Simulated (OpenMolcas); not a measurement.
An atom or ion with 7 electrons was computed by SS-CASPT2, IPEA 0.25 Eh, imaginary shift 0.1 Eh with spin-orbit coupling (OpenMolcas, ANO-RCC-VTZP, DKH2). The lowest levels that the run gave, each within 12 % of the measured value where one is at hand:

```csv
J,Parity,E (cm-1),g
3/2,odd,0.0,2.002
3/2,odd,19680,0.800
5/2,odd,19680,1.200
1/2,odd,31260,0.666
3/2,odd,31260,1.334
```

Which ion is it, and what are the configurations and terms?

neutral nitrogen (Z = 7, neutral; active space 3 electrons in 3 orbitals (2p)). J, parity and g give the terms where levels are pure, and mixed ones are named by the computed weights; the size of the splittings, set against known spectra of the 7-electron sequence, gives the charge. In order, with the measured energies in cm-1 (NIST Handbook of Basic Atomic Spectroscopic Data): 2s2 2p3 4S* 3/2, 2s2 2p3 2D* 3/2 (19233), 2s2 2p3 2D* 5/2 (19224), 2s2 2p3 2P* 1/2 (28839), 2s2 2p3 2P* 3/2 (28839).

CASPT2 breaks the degeneracy within a term, and the mean is taken; among the terms shown or strongly mixed into the levels shown the widest spread is 240 cm-1 (2s2 2p3 2D*). With the s shell closed, the reference lacks s² → p² mixing. Computed and measured levels are paired by configuration, term and J; levels that our copy of the source lacks, or whose pairing is in doubt (as where it misses far off the trend of its configuration), stay unpaired and out of the deviations. Only configurations of the active space appear.

* marks odd parity.
